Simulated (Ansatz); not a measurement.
H8N2OSi2 can be A, `N[SiH2][SiH](N)O`, or B, `N[SiH](N)O[SiH3]`.

Isolated molecules relaxed with PBE0-D4/def2-TZVP in Ansatz; ΔE leaves out vibrations. CCSD(T)/CBS adds triple-zeta CCSD(T) − MP2 to the extrapolated MP2 energy (def2 sets, frozen cores). Functionals use def2-TZVPP. B3LYP here is the variant with VWN-RPA as its local correlation; programs differ in this. One conformer a species, not always the lowest.

**Question.** Which is lower in electronic energy at CCSD(T)/CBS, and by how much? (An estimate is asked.)

**Answer.** Ansatz gave: B, by 36.3 kcal/mol.

**Question.** Give E(B) − E(A) in kcal/mol with HF/def2-TZVPP, B3LYP-D4, B3LYP, B2PLYP, CCSD(T)/def2-TZVPP, ωB97M-V, MP2/def2-TZVPP. (Estimate.)

**Answer.** Computed: HF/def2-TZVPP -43.5, B3LYP-D4 -35.7, B3LYP -35.7, B2PLYP -37.0, CCSD(T)/def2-TZVPP -36.6, ωB97M-V -36.6, MP2/def2-TZVPP -38.0. None reverses the order clearly.

Largest T1 diagnostic: 0.012.

In def2-TZVPP, CCSD(T) changes the Hartree–Fock value by +6.9 kcal/mol (the triples alone add +1.0 kcal/mol) and MP2 by +5.4 kcal/mol. From PBE to PBE0 (25 % exact exchange), in def2-TZVPP and without D4, E(B) − E(A) moves by −2.8 kcal/mol.
